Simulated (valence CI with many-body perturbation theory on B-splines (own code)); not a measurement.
# Cr X in brief

Calculated by valence CI with perturbative core correlation (CI+MBPT): five valence electrons over a frozen Dirac-Fock core [Ne], a basis of 9 s, 9 p, 8 d, 6 f, 3 g, 1 h functions for each j, with the one-electron correlation potential Σ1, the two-electron term Σ2, the three-electron term Σ3, Breit, model QED; selected CI, second order for the rest, scaled by the run's own slope (own B-spline code, finite nucleus).

No measured levels were compared; by estimate levels of excited configurations hold to 0.05 to 0.15 % of their energy, terms of the ground configuration to about 0.5 %. Among the levels kept, up to 670 cm⁻¹ of a level comes from second order outside the variational space, and about a tenth of that is noise between levels of different J, which matters for small intervals.

Rates and lifetimes use the calculated energies. Strong lines usually hold to 10 to 20 %, long lifetimes can be off by a factor of two.

Question: What is the ground level?

Answer: 3s²3p³ ⁴S°_3/2, composition 95 % 3s²3p³ ⁴S° + 2 % 3s3p³3d ⁴S° + 1 % 3s²3p³ ²P°, g = 1.992.

Question: How well does LS coupling describe the low levels?

Answer: Among the lowest 20 levels the leading LS term, summed over configurations, holds 93 % on average. For single configurations the figures are 81 % in LS and 57 % in jj coupling. Terms mix most in the J = 7/2 level at 383310 cm⁻¹, where the leading one holds 52 %.

Question: What are the static dipole polarisabilities of the lowest levels?

Answer: 3s²3p³ ⁴S°_3/2 0.566; 3s²3p³ ²D°_3/2 0.560 (tensor 0.028); 3s²3p³ ²D°_5/2 0.562; 3s²3p³ ²P°_1/2 0.551 bohr³, of which the core gives 0.00833.

Question: Where does the other parity begin?

Answer: At 3s3p⁴ ⁴P_5/2, 233870 cm⁻¹.

Question: Name the longest-lived excited levels whose lifetime is computed, and their main decay.

Answer: 3s²3p³ ²D°_5/2 at 39694 cm⁻¹ lives 1.73 s, mostly by M1 to 3s²3p³ ⁴S°_3/2; 3s²3p³ ²D°_3/2 at 37339 cm⁻¹ lives 76.0 ms, mostly by M1 to 3s²3p³ ⁴S°_3/2; 3s²3p³ ²P°_1/2 at 64265 cm⁻¹ lives 10.7 ms, mostly by M1 to 3s²3p³ ⁴S°_3/2. The lifetime of 3s²3p²3d ⁴F_9/2 is too uncertain to give, and may be longer.
